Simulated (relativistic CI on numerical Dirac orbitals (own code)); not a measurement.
# Transition arrays of Br13+

Method of calculation: Dirac-Coulomb-Breit CI, orbitals from a KLI potential per configuration, model QED, valence Slater integrals scaled by 0.9, whole transition arrays (own radial code, finite nucleus).

Configuration list (outside the closed core [Ne] 3s2): 3p6 3d4, 3p6 3d3 4f, 3p5 3d5, 3p6 3d3 4p, 3p6 3d3 5f. Levels of other configurations are missing.

All E1 lines from the levels of 3p6 3d4; mean and standard deviation are weighted by gf, and upper levels are sorted by their leading configuration.

```csv
Upper configuration,Lines,Σgf,Mean (eV),Mean (nm),σ (eV),Strongest line (nm)
3p6 3d3 4f,2825,509.8,261.57,4.740,3.76,4.701
3p5 3d5,3245,323.4,124.58,9.952,9.15,9.132
3p6 3d3 4p,1718,37.8,191.05,6.490,3.71,6.435
3p6 3d3 5f,2825,222.2,322.87,3.840,4.17,3.821
```

Σgf per state of the lower configuration in bins of 0.2 nm over the central range (centre: value): 3.7: 0.16, 3.9: 0.89, 4.7: 1.94, 4.9: 0.46, 6.3: 0.03, 6.5: 0.11, 6.7: 0.03, 8.9: 0.02, 9.1: 0.22, 9.3: 0.13, 9.5: 0.20, 9.7: 0.17, 9.9: 0.13, 10.1: 0.16, 10.3: 0.11, 10.5: 0.07, 10.7: 0.07, 10.9: 0.08, 11.1: 0.05.

(1) How do configuration mixing and the scaling of the Slater integrals move the arrays?

Answers

(1) Slater scale 0.9, no configuration mixing: 3p6 3d3 4f 261.5 ± 3.7 eV (Σgf 487.4), 3p5 3d5 124.8 ± 9.2 eV (Σgf 351.5), 3p6 3d3 4p 191.2 ± 3.6 eV (Σgf 43.9), 3p6 3d3 5f 322.7 ± 4.1 eV (Σgf 167.6); Slater scale 1: 3p6 3d3 4f 262.0 ± 4.2 eV (Σgf 515.8), 3p5 3d5 126.3 ± 10.0 eV (Σgf 324.2), 3p6 3d3 4p 191.1 ± 4.1 eV (Σgf 37.1), 3p6 3d3 5f 323.1 ± 4.6 eV (Σgf 225.5); Slater scale 0.8: 3p6 3d3 4f 261.2 ± 3.4 eV (Σgf 503.8), 3p5 3d5 122.9 ± 8.3 eV (Σgf 322.4), 3p6 3d3 4p 191.0 ± 3.3 eV (Σgf 38.5), 3p6 3d3 5f 322.7 ± 3.7 eV (Σgf 219.0). With mixing, levels are counted to their leading configuration, so an array can shrink or vanish into another, and the sums then hold other lines.
